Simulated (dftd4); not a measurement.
Si, charge +1, doublet; dftd4 with D4 for wb97x.

dftd4 was given this input:
```
$ dftd4 mol.xyz --func wb97x --charge 1 --json dftd4.json --noedisp --grad

# file mol.xyz
1

Si     0.00000000     0.00000000     0.00000000
```

The log (banner, timings and long lists left out):

```
                    ____  _____ _____     ____  _  _
      -------------|  _ \|  ___|_   _|---|  _ \| || |------------
     |             | | | | |_    | | ___ | | | | || |_           |
     |             | |_| |  _|   | ||___|| |_| |__   _|          |
     |             |____/|_|     |_|     |____/   |_|            |
     |             ===================================           |
     |            E. Caldeweyher, S. Ehlert & S. Grimme          |
     |          Mulliken Center for Theoretical Chemistry        |
     |                    University of Bonn                     |
      -----------------------------------------------------------

Rational (Becke-Johnson) damping: wb97x-D4-ATM
---------------------
  s6         1.0000
  s8         0.5093
  s9         1.0000
  a1         0.0662
  a2         5.4487
 alp        16.0000
--------------------

Dispersion energy:       0.0000000000000E+00 Eh

Gradient norm:           0.0000000000000E+00 Eh/a0
--------------------------------------------------
     #    Z           dE/dx      dE/dy      dE/dz
--------------------------------------------------
     1   14 Si    0.000E+00  0.000E+00  0.000E+00
--------------------------------------------------

Virial:
--------------------------------------------------
      component           x          y          z
--------------------------------------------------
          x       0.000E+00  0.000E+00  0.000E+00
          y       0.000E+00  0.000E+00  0.000E+00
          z       0.000E+00  0.000E+00  0.000E+00
--------------------------------------------------

[Info] Dispersion results written to 'dftd4.txt'
[Info] JSON dump of results written to 'dftd4.json'
```
